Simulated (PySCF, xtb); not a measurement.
Hg(Cl)2 anion (Cl₂Hg), SMILES [Cl][Hg][Cl] (connectivity only; charge and spin as stated), charge -1, multiplicity 2.

Harmonic wavenumbers (cm⁻¹) from GFN2-xTB (xtb) at its own minimum, in rising order: 29, 131, 138.

**Question.** What does PBE0-D3(BJ)/def2-SVPD run with PySCF give at its own minimum? (The exact figures need the calculation; the answer reports its results.)

**Answer.** 30, 195, 199. Paired by order, the mean absolute difference is 42 cm⁻¹ and the zero-point energies are 0.4 and 0.6 kcal/mol.
